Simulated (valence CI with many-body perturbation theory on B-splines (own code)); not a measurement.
# Mo IV: calculated level list

Computed by valence CI with perturbative core correlation (CI+MBPT): three valence electrons over a frozen Dirac-Fock core [Kr], a basis of 9 s, 9 p, 10 d, 8 f, 5 g, 3 h, 1 i functions for each j, with the one-electron correlation potential Σ1, the two-electron term Σ2, the three-electron term Σ3, Breit, model QED; selected CI, second order for the rest, scaled by the run's own slope (own B-spline code, finite nucleus).

Set against measurement, 64 paired levels are off by 549 cm⁻¹ on average, the worst by 1913. These come from a selection out of Sugar and Musgrove, J. Phys. Chem. Ref. Data 17, 155 (1988). Levels without a partner in it may be off by more, other configurations by 1,000 to 8,000 cm⁻¹.

Levels 1 to 45 of 70, with energies above the lowest level, 4d3 4F_3/2. "Leading %" is the weight of the configuration and term that name the level; weights of strongly mixed levels are sums over their largest components and can fall short. Lifetimes count E1, E2, E3, M1 and M2 decay at the calculated energies, and are blank where another channel may lead or the interval is too uncertain; long ones can be off by a factor of two.

```tsv
No.	Configuration	Term	J	E (eV)	Leading %	g	Lifetime	Second component
1	4d3	4F	3/2	0.000	99	0.403		
2	4d3	4F	5/2	0.096	99	1.029	50.1 s	
3	4d3	4F	7/2	0.217	99	1.237	24.9 s	
4	4d3	4F	9/2	0.354	98	1.330	27.4 s	
5	4d3	4P	1/2	1.367	93	2.544	17.4 s	6 % 4d3 2P
6	4d3	4P	3/2	1.368	84	1.660		13 % 4d3 2P
7	4d3	2G	7/2	1.449	98	0.891	2.08 s	
8	4d3	4P	5/2	1.524	98	1.596	12.9 s	
9	4d3	2G	9/2	1.534	81	1.081	1.45 s	17 % 4d3 2H
10	4d3	2P	3/2	1.852	43	1.156	817 ms	42 % 4d3 2D
11	4d3	2P	1/2	1.876	92	0.792	2.86 s	6 % 4d3 4P
12	4d3	2H	9/2	1.966	83	0.943	2.43 s	16 % 4d3 2G
13	4d3	2H	11/2	2.007	99	1.091	8.35 s	
14	4d3	2D	5/2	2.179	97	1.203	779 ms	
15	4d3	2D	3/2	2.215	53	1.047	681 ms	42 % 4d3 2P
16	4d3	2F	7/2	3.181	98	1.142	1.29 s	
17	4d3	2F	5/2	3.220	97	0.859	1.64 s	
18	4d3	2D	5/2	5.008	97	1.198	101 ms	
19	4d3	2D	3/2	5.048	98	0.799	98.4 ms	
20	4d2 5s	4F	3/2	7.597	98	0.402	1.60 ms	
21	4d2 5s	4F	5/2	7.687	98	1.028	1.57 ms	
22	4d2 5s	4F	7/2	7.821	98	1.237	1.53 ms	
23	4d2 5s	4F	9/2	7.987	99	1.333	1.49 ms	
24	4d2 5s	2F	5/2	8.642	93	0.872	1.13 ms	
25	4d2 5s	2F	7/2	8.910	96	1.141	1.09 ms	
26	4d2 5s	4P	1/2	9.043	99	2.665	852 μs	
27	4d2 5s	4P	3/2	9.093	91	1.662	873 μs	8 % 4d2 5s 2D
28	4d2 5s	4P	5/2	9.096	68	1.466	944 μs	29 % 4d2 5s 2D
29	4d2 5s	2D	3/2	9.307	87	0.881	1.17 ms	8 % 4d2 5s 4P
30	4d2 5s	2D	5/2	9.430	66	1.321	1.04 ms	31 % 4d2 5s 4P
31	4d2 5s	2G	9/2	9.889	98	1.112	1.01 ms	
32	4d2 5s	2G	7/2	9.900	98	0.891	1.02 ms	
33	4d2 5s	2P	1/2	10.083	97	0.673	1.12 ms	
34	4d2 5s	2P	3/2	10.225	94	1.321	1.10 ms	
35	4d2 5s	2S	1/2	12.609	97	2.000	612 μs	
36	4d2 5p	4G°	5/2	13.594	80	0.631	1.41 ns	17 % 4d2 5p 2F°
37	4d2 5p	4G°	7/2	13.829	88	1.004	1.32 ns	5 % 4d2 5p 2F°
38	4d2 5p	4F°	3/2	13.864	73	0.520	457 ps	22 % 4d2 5p 2D°
39	4d2 5p	4F°	5/2	14.012	66	1.066	476 ps	13 % 4d2 5p 2D°
40	4d2 5p	4G°	9/2	14.088	90	1.182	1.21 ns	7 % 4d2 5p 4F°
41	4d2 5p	2F°	5/2	14.150	44	0.906	668 ps	24 % 4d2 5p 4F°
42	4d2 5p	4F°	7/2	14.215	88	1.229	427 ps	
43	4d2 5p	2D°	3/2	14.240	58	0.768	509 ps	24 % 4d2 5p 4F°
44	4d2 5p	4D°	1/2	14.364	96	0.024	305 ps	
45	4d2 5p	2F°	7/2	14.366	66	1.202	559 ps	23 % 4d2 5p 4D°
```

Names give the largest LS component (configuration and term), which can be under half, so a name can repeat, a term be missing and a line seem to break the LS rules; names also repeat where a configuration has a term twice.

Where two levels of one J and parity lie close, their mixing, g and order are uncertain.

The ionisation energy to 4d2 3F_2 of the next ion comes out as 40.052 eV (NIST: 40.33 ± 0.06 eV (semi-empirical), further off than twice its uncertainty). All 70 levels together are meant to be complete up to 16.157 eV.
